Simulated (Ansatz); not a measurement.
# A geometry optimisation of CInOSi− with PBE0-D3(BJ)/def2-SVPD

The starting geometry of this gas-phase singlet was optimised with GFN2-xTB.

```yaml
atoms:
  - { symbol: C, position_ang: [-1.8323, -0.9759, -0.7916] }
  - { symbol: In, position_ang: [-0.0312, -1.5341, 0.5845] }
  - { symbol: O, position_ang: [-1.6069, -2.2316, -0.9471] }
  - { symbol: Si, position_ang: [-1.5790, 0.5904, -0.1488] }
```

Problem. Where would you expect an optimisation with PBE0-D3(BJ)/def2-SVPD to take it?

Solution. A bond breaks, giving a structure given below by its coordinates. Distances that change by over a tenth: C1–In2 (2.33 → 2.72 Å). Contacts that open: In2–O3 (2.31 → 3.40 Å).

The energy falls by 0.60 eV over 11 steps:

```json
{"step": "1", "E − E(last) (eV)": "0.603"}
{"step": "2", "E − E(last) (eV)": "0.426"}
{"step": "3", "E − E(last) (eV)": "0.247"}
{"step": "4", "E − E(last) (eV)": "0.088"}
{"step": "5", "E − E(last) (eV)": "0.039"}
{"step": "7", "E − E(last) (eV)": "0.000"}
{"step": "8", "E − E(last) (eV)": "0.000"}
{"step": "9", "E − E(last) (eV)": "0.000"}
{"step": "10", "E − E(last) (eV)": "0.000"}
{"step": "11", "E − E(last) (eV)": "0.000"}
```

Final geometry (Å):

```json
{"atom": "C", "x (Å)": "-1.7995", "y (Å)": "-1.1588", "z (Å)": "-0.8175"}
{"atom": "In", "x (Å)": "0.2777", "y (Å)": "-1.2097", "z (Å)": "0.9411"}
{"atom": "O", "x (Å)": "-2.0536", "y (Å)": "-2.2077", "z (Å)": "-1.3230"}
{"atom": "Si", "x (Å)": "-1.4739", "y (Å)": "0.4249", "z (Å)": "-0.1037"}
```

Frequencies at the end are all real (lowest 82 cm⁻¹). Atoms past krypton carry core potentials, without spin–orbit terms. Run with Ansatz 0.2.0, 100 s on 1 thread of AMD EPYC (Zen 3), with other jobs on the host.
